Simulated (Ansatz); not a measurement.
Method: frozen-core CCSD(T)/cc-pVTZ // B3LYP-D3(BJ)/def2-TZVP run with Ansatz (an electronic-structure program).

Ansatz 0.2 input:
```yaml
crystal:
  periodic: [false, false, false]
  atoms:
    - { symbol: S, position_ang: [1.902788, 0.65709, 0.727196] }
    - { symbol: Si, position_ang: [-0.000061, 0.000091, 0.000023] }
    - { symbol: S, position_ang: [-1.094992, 1.500891, -1.062996] }
    - { symbol: S, position_ang: [-0.923256, -0.626325, 1.826655] }
    - { symbol: S, position_ang: [0.115279, -1.531385, -1.490789] }
    - { symbol: H, position_ang: [2.341089, 1.004608, -0.495183] }
    - { symbol: H, position_ang: [-1.081546, 2.359111, -0.028412] }
    - { symbol: H, position_ang: [-2.063442, -0.996572, 1.218395] }
    - { symbol: H, position_ang: [0.804144, -2.36751, -0.694892] }
basis:
  gaussian: { orbitals: cc-pVTZ }
correlation:
  method: ccsd_t
```

Output:

```
Functional definition: HF
1292 factors; integrals over basis functions are off by at most 9.7e-4 eV
mean field evaluation 1: about -51198.3475 eV, gradient 2.3e1 eV
mean field evaluation 2: about -51198.7773 eV, gradient 2.3e1 eV
mean field evaluation 4: about -51200.9877 eV, gradient 3.7e0 eV
mean field evaluation 8: about -51201.0707 eV, gradient 2.6e-1 eV
mean field evaluation 16: about -51200.0995 eV, gradient 1.0e1 eV
mean field -51201.07114829 eV, -1881.6046593671 hartree, gradient 1.0e-5 eV, S^2 0.000000; 0 other end points of the search recorded, 0 dependent functions left out
25 core orbitals not correlated
reference -51201.07114829 eV, -1881.6046593671 hartree; 16, 16 occupied and 185, 185 virtual orbitals, 1292 factors
second order -22.53263914 eV of doubles, -0.00000000 eV of singles
cycle   1  -23.72576404 eV  change    -1.2e0 eV  update   1.1e-1
cycle   2  -24.31898655 eV  change   -5.9e-1 eV  update   3.1e-2
cycle   3  -24.41977871 eV  change   -1.0e-1 eV  update   1.4e-2
cycle   4  -24.41264507 eV  change    7.1e-3 eV  update   3.2e-3
cycle   5  -24.41098867 eV  change    1.7e-3 eV  update   1.1e-3
cycle   6  -24.41049573 eV  change    4.9e-4 eV  update   3.2e-4
cycle   7  -24.41037061 eV  change    1.3e-4 eV  update   1.2e-4
cycle   8  -24.41040396 eV  change   -3.3e-5 eV  update   3.5e-5
perturbative correction -1.19121683 eV, -0.0437764110 hartree
Total energy: -51226.67276908 eV, -1882.5455015777 hartree
```

Cost: about 3 core-minutes (a rough figure).
